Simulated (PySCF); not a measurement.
Simulated outer-valence photoelectron spectrum of `BCC(F)(F)F`. Method used: EOM-IP-CCSD/aug-cc-pVDZ in PySCF, restricted Hartree–Fock reference, 6 core orbitals frozen, non-relativistic, gas phase, PBE0-D3(BJ)/def2-SVP geometry.

Each root has a Gaussian of 0.6 eV full width with its one-hole share as area; cross sections and vibrations are left out, and the highest printed point is 100.

| ionisation energy (eV) | intensity |
| --- | --- |
| 11.8 | 0 |
| 12.0 | 2 |
| 12.2 | 13 |
| 12.4 | 43 |
| 12.6 | 82 |
| 12.8 | 89 |
| 13.0 | 54 |
| 13.2 | 19 |
| 13.4 | 4 |
| 13.6 | 3 |
| 13.8 | 12 |
| 14.0 | 35 |
| 14.2 | 64 |
| 14.4 | 86 |
| 14.6 | 100 |
| 14.8 | 90 |
| 15.0 | 61 |
| 15.2 | 52 |
| 15.4 | 66 |
| 15.6 | 75 |
| 15.8 | 64 |
| 16.0 | 36 |
| 16.2 | 13 |
| 16.4 | 2 |
| 16.6 | 0 |
| 16.8 | 1 |
| 17.0 | 8 |
| 17.2 | 26 |
| 17.4 | 45 |
| 17.6 | 41 |
| 17.8 | 21 |
| 18.0 | 6 |
| 18.2 | 1 |

Problem. Where are the maxima, and how many lines lie under the curve?

Solution. 4 maxima, at 12.7, 14.6, 15.6 and 17.5 eV, from 8 lines. At this width some lines have no maximum of their own.

Problem. List the lines with their holes.

Solution. 
| E (eV) | leading hole (HF orbital) | area | Koopmans (eV) |
| --- | --- | --- | --- |
| 12.66 | HOMO | 0.96 | 13.36 |
| 12.80 | HOMO-1 | 0.96 | 13.84 |
| 14.22 | HOMO-2 | 0.95 | 15.78 |
| 14.61 | HOMO-3 | 0.95 | 15.82 |
| 14.79 | HOMO-4 | 0.95 | 17.51 |
| 15.43 | HOMO-5 | 0.95 | 17.82 |
| 15.78 | HOMO-6 | 0.95 | 18.00 |
| 17.47 | HOMO-7 | 0.93 | 18.68 |

The widest gap, 1.69 eV, lies between 15.78 and 17.47 eV. Only orbitals with −ε under 21 eV, eight at most, were ionised, so the high end of the curve may lack lines.

The values belong to the conformer `[BH2:1][CH2:2][C:3]([F:4])([F:5])[F:6]`: B1–C2–C3–F4 60°.
